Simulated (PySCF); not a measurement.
Computed structure and properties of [Ce(H2O)2]3+

System: [Ce(H2O)2]3+ (singlet in the valence; each metal's 4f electrons, 1 of them, lie in its core potential, out of spins and levels); start: displaced along the imaginary mode (C1). Method: PySCF 2.14.0, RKS PBE0, Ce lcecp-1-SVP with ECP47, O def2-SVP, H def2-SVP; non-relativistic Hamiltonian with scalar-relativistic core potentials where named; density fitting; no spin-orbit coupling.

Input of the relaxation:

```python
mol = gto.M(atom='''
Ce     0.00286    -0.04896    -0.00000
O     -0.01079     0.18331     2.38129
H      0.52181     0.78928     2.96031
H     -0.56660    -0.29913     3.04833
O     -0.01066     0.18330    -2.38129
H      0.53798    -0.30008    -3.05380
H     -0.55043     0.78833    -2.95484''',
    basis={'Ce': 'lcecp-1-SVP', 'O': 'def2-SVP', 'H': 'def2-SVP'},
    ecp={'Ce': 'lcecp-1-SVP'},
    charge=3, spin=0)
mf = dft.RKS(mol, xc='PBE0')
mf.grids.atom_grid = (50, 194)  # f atoms: unpruned, at least (60, 302)
mf = mf.density_fit()  # fitting sets: Ce AutoAux, O def2-universal-JKFIT, H def2-universal-JKFIT
mf.conv_tol = 1e-08; mf.max_cycle = 55
mf.kernel(dm0)  # dm0: converged density of the start geometry
# quasi-Newton relaxation in Cartesian coordinates to a largest gradient under 0.00045 Eh/bohr, steps kept in the point group
```

Run from Python with OMP_NUM_THREADS=2; the lines above give its settings. Where DIIS fails, smearing, a level shift and second-order steps follow.
It took 2.1 min on 2 threads of Arm Neoverse V1, with other jobs on the host, from the converged density of the start.

Course of the relaxation:

| step | energy above end (eV) | largest force component within the symmetry (eV/Å) |
| --- | --- | --- |
| 0 | 0.1902 | 0.112 |
| 1 | 0.1877 | 0.064 |
| 2 | 0.1856 | 0.180 |
| 3 | 0.1819 | 0.131 |
| 4 | 0.1774 | 0.160 |
| 5 | 0.1713 | 0.194 |
| 6 | 0.1623 | 0.226 |
| 7 | 0.1497 | 0.424 |
| 39 | 0.0006 | 0.049 |
| 40 | 0.0004 | 0.056 |
| 41 | 0.0002 | 0.031 |
| 42 | 0.0003 | 0.089 |
| 43 | 0.0001 | 0.025 |
| 44 | 0.0000 | 0.019 |
(The steps between are left out.)

Relaxed geometry (C2):

```xyz
7

Ce    0.0128   -1.0894    0.0004
O    -0.0830    0.1791    1.9671
H     0.1087    1.1411    2.1080
H    -0.3139   -0.1307    2.8801
O     0.0620    0.1822   -1.9665
H     0.3230   -0.1167   -2.8751
H    -0.1855    1.1305   -2.1142
```

```tsv
contact	Å
Ce1–O2 (H2O)	2.342
Ce1–O5 (H2O)	2.343
```

On the finer grid (75, 302):

```json
{
 "HOMO": "-25.89 eV",
 "LUMO": "-18.20 eV",
 "Dipole about the centre of mass": "2.37 D",
 "Set of Mulliken populations of Ce1 outside the core potential": "s 2.06, p 6.08, d 0.52, f 0.04",
 "D3(BJ) dispersion energy (not in the energies)": "-0.083 eV"
}
```

| atom | Mulliken (e) | Löwdin (e) | spin (e) |
| --- | --- | --- | --- |
| Ce1 | 2.31 | 2.12 | 0.00 |
| O2 | -0.34 | 0.01 | 0.00 |
| H3 | 0.34 | 0.22 | 0.00 |
| H4 | 0.34 | 0.22 | 0.00 |
| O5 | -0.34 | 0.01 | 0.00 |
| H6 | 0.34 | 0.22 | 0.00 |
| H7 | 0.34 | 0.22 | 0.00 |

The 4f levels lie in the core potential and are missing. Their spin isn't counted.

On the grid (50, 194), as all that follows. Harmonic modes: a minimum within the noise of the softest modes; lowest 43 cm⁻¹ (negative: unstable), highest 3564 cm⁻¹, zero-point energy 1.318 eV.

Taking off one H2O (charge 0, singlet; the rest: singlet) in vacuum, both parts rigid, costs 3.94 eV; the small basis without counterpoise inflates it. Parting with an electron moved from the ligand to the metal can be far cheaper, even downhill.

Rigid scan of H2O along the line from its metal:

```json
{"distance to O2 (Å)": "2.04", "energy (eV)": "0.692"}
{"distance to O2 (Å)": "2.14", "energy (eV)": "0.265"}
{"distance to O2 (Å)": "2.24", "energy (eV)": "0.058"}
{"distance to O2 (Å)": "2.34", "energy (eV)": "0.000"}
{"distance to O2 (Å)": "2.44", "energy (eV)": "0.043"}
{"distance to O2 (Å)": "2.54", "energy (eV)": "0.151"}
{"distance to O2 (Å)": "2.74", "energy (eV)": "0.472"}
```

One start shape was tried, so this needn't be the lowest isomer.

An lcecp potential fixes the number of 4f electrons, so in runs with it no electron can move into or out of that shell.
